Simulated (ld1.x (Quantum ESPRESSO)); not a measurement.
**How hard is this Co (Z = 27) PAW potential?**

ld1.x (Quantum ESPRESSO) 7.5 input, shortened:

```
&input
   title='Co', zed=27., rel=1, dft='PBESOL', iswitch=3,
   config='[Ar] 3d7 4s0 4p0'
 /
 &inputp
   pseudotype=3, lpaw=.true., tm=.true., lloc=-2, rcloc=1.15,
   nlcc=.true., new_core_ps=.true., rcore=1.40,
   which_augfun='PSQ', rmatch_augfun_nc=.true.
 /
6
4S  1  0   0.00   0.00  1.45  1.95  0.0
4S  1  0   0.00   1.80  1.45  1.95  0.0
4P  2  1   0.00   0.00  1.60  2.10  0.0
4P  2  1   0.00   0.10  1.60  2.10  0.0
3D  3  2   7.00   0.00  1.10  1.50  0.0
3D  3  2   0.00  -0.50  1.10  1.50  0.0
 &test
   configts(1)='3d7 4s0 4p0'
 /
```

The pseudo-atom Hamiltonian at the reference potential is diagonalised in spherical Bessel functions j_l(qr) that vanish at 20 bohr, with q² up to the cutoff. All-electron valence levels (Ry): 4s -1.5238, 4p -1.0621, 3d -1.9870.

Problem. How do the lowest levels (Ry) of each channel move with the cutoff, and are there ghosts?

Solution.

| cutoff (Ry) | s #1 | p #1 | d #1 | d #2 | f #1 | Σ f·Δε (mRy) |
| --- | --- | --- | --- | --- | --- | --- |
| 8 | -1.5206 | -1.0609 | -0.8692 | -0.3692 | -0.2704 | 7824.7 |
| 15 | -1.5235 | -1.0621 | -1.4146 | -0.4558 | -0.2706 | 4006.9 |
| 30 | -1.5237 | -1.0621 | -1.9338 | -0.5067 | -0.2707 | 372.7 |
| 45 | -1.5238 | -1.0622 | -1.9852 | -0.5180 | -0.2707 | 12.7 |
| 70 | -1.5238 | -1.0622 | -1.9867 | -0.5210 | -0.2707 | 2.0 |
| 100 | -1.5238 | -1.0622 | -1.9870 | -0.5211 | -0.2707 | 0.5 |
| 400 | -1.5238 | -1.0622 | -1.9870 | -0.5211 | -0.2707 | 0.0 |

Result: no extra level below or beside the all-electron valence levels (s, p, d, f tested); 10 mRy is reached at 50 Ry and 1 mRy at 80 Ry.

Test run stopped at test 5 of 7 (negative rho).
